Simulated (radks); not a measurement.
Values are calculated unless marked as measured or tabulated.
Effect of the nuclear size on the terbium ion Tb3+, [Xe] 4f8. Level of theory: Dirac Kohn-Sham, LDA (Slater exchange, Perdew-Wang correlation), spin-unpolarised, spherical densities, finite nucleus; open shells fill j = l - 1/2 first; Fermi nuclear charge, rms radius 5.06 fm (a radial shooting solver on a logarithmic mesh with Libxc functionals). The rms radius is varied about that value; shifts are against it.

rms radius (fm)  total energy shift (eV)  density at nucleus (e/bohr^3)  1s1/2 shift (meV)  2s1/2 shift (meV)  4p1/2 shift (meV)  5s1/2 shift (meV)  5p1/2 shift (meV)  4f7/2 shift (meV)  6s1/2 (empty) shift (meV)
4.1796                             -7.17                      7.192e+05              -2950               -384              0.386              -3.26              0.138              0.455                     -0.616
4.888                              -1.48                      6.902e+05               -609              -79.2              0.079             -0.673              0.029              0.094                     -0.127
5.06                                   0                      6.839e+05              0.000              0.000              0.000              0.000              0.000              0.000                      0.000
5.5356                              4.29                       6.68e+05               1770                229             -0.230               1.95             -0.083             -0.272                      0.368
6.0163                              8.91                      6.535e+05               3670                476             -0.477               4.05             -0.171             -0.565                      0.765

Slopes of the eigenvalues against <r^2> in GHz/fm^2, as finite differences over the two radii next to the reference (eigenvalue slopes, not the field-shift constants of lines): 1s1/2 85100, 2s1/2 11100, 4p1/2 -11.1, 5s1/2 93.9, 5p1/2 -3.98, 4f7/2 -13.1, 6s1/2 (empty) 17.7.
